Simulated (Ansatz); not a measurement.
One geometry of the cluster Tl₂I⁺, several levels of theory.

```yaml
crystal:
  periodic: [false, false, false]
  atoms:
    - {symbol: Tl, position_ang: [0.568272, 0.640659, -1.551171]}
    - {symbol: Tl, position_ang: [0.964270, 0.199561, 1.460339]}
    - {symbol: I, position_ang: [-1.532541, -0.840230, 0.090832]}
basis:
  gaussian: {orbitals: def2-TZVP, initial_orbitals: start.molden}
total_charge: 1
magnetization: {spin_polarized: true, initial_magnetization: 4}
hamiltonian: {xc: pbe, dispersion: d4}
scf: {omitted_lower_state_checks: [starts]}
output: {orbitals: {seedname: orbitals}}
```

The file start.molden holds the orbitals of an earlier run on this structure, at another level or in another basis.

```sh
$ ansatz run in.yaml --threads 4 --pin off --events-out ev --progress --plain --max-ram 3916MiB
```

It prints (some lines left out):

```
Functional definition: PBE
1145 factors; their error is unknown
mean field evaluation 1: about -17481.6028 eV, gradient 5.5e0 eV
mean field evaluation 2: about -17481.6952 eV, gradient 1.2e-1 eV
mean field evaluation 4: about -17481.6868 eV, gradient 9.8e-4 eV
mean field evaluation 8: about -17481.6868 eV, gradient 3.3e-5 eV
mean field -17481.68676318 eV, -642.4401390340 hartree, gradient 1.6e-5 eV, S^2 6.004842; 0 other end points of the search recorded, 0 dependent functions left out
reference -17481.68681817 eV, -642.4401410550 hartree; 35, 31 occupied and 115, 119 virtual orbitals, 1145 factors
Total energy: -17481.80772508 eV, -642.4445843020 hartree
Checks for a lower state left out: starts
```

Run time 4.8 s (4 threads of Intel Xeon on a shared host).

The first input with `hamiltonian: {xc: lda}` (abridged; 2.8 s):

```
Functional definition: SPW92
mean field -17455.43669681 eV, -641.4754668878 hartree, gradient 9.1e-6 eV, S^2 6.002446
Total energy: -17455.43674113 eV, -641.4754685164 hartree
Checks for a lower state left out: starts
```

The first input with `hamiltonian: {xc: {name: BLYP}, dispersion: d4}` (abridged; 5.5 s):

```
Functional definition: BLYP
mean field -17477.55883537 eV, -642.2884404849 hartree, gradient 8.4e-6 eV, S^2 6.003211
Total energy: -17477.78836250 eV, -642.2968754513 hartree
Checks for a lower state left out: starts
```

The first input with `hamiltonian: {xc: r2scan, dispersion: d4}` (abridged; 8.5 s):

```
Functional definition: r2SCAN
mean field -17487.54237248 eV, -642.6553287067 hartree, gradient 2.3e-5 eV, S^2 6.016234
Total energy: -17487.56124346 eV, -642.6560222026 hartree
Checks for a lower state left out: starts
```

First input, but with `hamiltonian: {xc: {name: wB97M-V}}` (abridged; 55 s):

```
Functional definition: wB97M-V
mean field -17474.77952071 eV, -642.1863025550 hartree, gradient 3.8e-6 eV, S^2 6.022549
Total energy: -17474.77957248 eV, -642.1863044577 hartree
Checks for a lower state left out: starts
```

The first input with `hamiltonian: {xc: hse06, dispersion: d4}` (abridged; 9 s):

```
Functional definition: HSE06
mean field -17480.21185832 eV, -642.3859372799 hartree, gradient 1.6e-5 eV, S^2 6.012321
Total energy: -17480.31573354 eV, -642.3897546241 hartree
Checks for a lower state left out: starts
```

As the first input, with `correlation: {method: mp2}` and without the key `hamiltonian` (abridged; 15 s):

```
Functional definition: HF
mean field -17398.23053128 eV, -639.3731790805 hartree, gradient 2.2e-6 eV, S^2 6.057675
12 core orbitals not correlated: weight in the atoms' cores, before any rotation towards them, 1.000 or more for the frozen orbitals, at most 0.000 for the correlated occupied ones
second order -31.25326422 eV of doubles, -0.00000000 eV of singles
Total energy: -17429.48379551 eV, -640.5217153565 hartree
Checks for a lower state left out: starts
```

Geometry: PBE0-D4/def2-SVP.

In the def2 sets I, Tl take a core potential; there is no spin–orbit coupling. HSE06 is defined as in plane-wave codes, on full-range PBE exchange. Correlated methods freeze 12 core orbitals; core or outer-core shells of Tl, I are correlated, in sets that lack core-valence functions. At PBE0-D4/def2-TZVP a singlet of charge 1 lies 7.76 eV below the quintet, each at its own geometry. The structure comes from a short search, and lower isomers may exist.
